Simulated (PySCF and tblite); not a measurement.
Results of a calculation; reference values are marked as such.
C3HBr2NS, numbered as in [Br:1][c:2]1[cH:3][n:4][c:5]([Br:6])[s:7]1.

Level: PBE0-D3(BJ)/def2-SVP (IEF-PCM, acetonitrile)//GFN2-xTB, thermal terms from GFN2-xTB, symmetry numbers and mirror pairs counted. Conformers within 2.5 kcal/mol (GFN2-xTB free energy) were kept, 5 at most. GIAO shieldings: WP04/pcSseg-1 (IEF-PCM, acetonitrile). Shifts are against TMS (¹H), TMS (¹³C) at the same level. Run with PySCF (density fitting) and tblite.

Question: What shifts does this protocol give at 298.15 K under fast conformational exchange?

Answer: ¹H: 7.63 (H3, 1H) ppm. ¹³C: 172.2 (C5), 149.8 (C3), 149.7 (C2) ppm.

Spin–orbit effects of the heavy atoms on shieldings are missing. At a carbon that bears Br the missing effect is some 10 ppm, beside I tens of ppm. Shifts are unscaled: against experiment ¹³C can be off by 15 ppm or more and ¹H by 0.8 ppm.
